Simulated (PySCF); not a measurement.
Structure problem from calculated spectra and properties.

Formula: C3BN3O3.

| Item | Value |
| --- | --- |
| Dipole | 0.05 D [CAM-B3LYP/def2-SVPD] |
| UV, strongest line | among the 10 lowest singlet transitions: S4/S5 at 6.46 eV (192 nm, f = 0.564 summed over these states) [TDDFT CAM-B3LYP/def2-SVPD] |
| 13C NMR | chemical shifts (computed TMS as zero) by class: 122.4 (3 C) ppm [GIAO B3LYP/pcSseg-1] |
| Rotational structure | rotational constants A, B, C: 1.040, 0.985, 0.506 GHz [PBE0-D3(BJ)/def2-SVP] |
| Triplet | lowest triplet excitation (Tamm–Dancoff): 5.28 eV [TDA CAM-B3LYP/def2-SVPD] |
| XPS | B1s 199.1, C1s 295.5 (×3), N1s 406.1 (×3), O1s 539.9 (×3) eV [ΔSCF SCAN, pcX-2 on the ionised atom, pcseg-1 elsewhere, spin-free X2C] |
| Couplings | largest of the computed one-bond spin–spin couplings (means over like bonds): 15N–11B -59.7 (×3) Hz [B3LYP/pcJ-1] |
| Polarisability | 81.3 au [CAM-B3LYP/def2-SVPD] |

Gas-phase values; electronic properties from PySCF, density fitting. Levels stand in brackets. The structure is a single PBE0-D3(BJ)/def2-SVP conformer in the gas phase; no vibrational or solvent corrections. NMR classes are plain means over equivalent atoms (diastereotopic ones count apart unless rotation or inversion swaps them), as if these changed places fast.

Task: What is the compound? Reason from the data.

Result: 3 carbons fall into 1 class: carbon bonded to N and O (122.4 ppm, 3 C). The couplings run between: -59.7 Hz, nitrogen bonded to B and C and boron bonded to 3 N (with 2 like pairs). The core levels belong to: B1s 199.1 eV, boron bonded to 3 N; C1s 295.5 eV, carbon bonded to N and O; N1s 406.1 eV, nitrogen bonded to B and C; O1s 539.9 eV, oxygen bonded to C. One atom of each topological class was ionised and stands for its class. By its constants the optimised geometry is an asymmetric top. Structure: `O=C=NB(N=C=O)N=C=O` (B(NCO)3). The assignments are read from this structure; whether some other isomer fits the data as well wasn't checked.
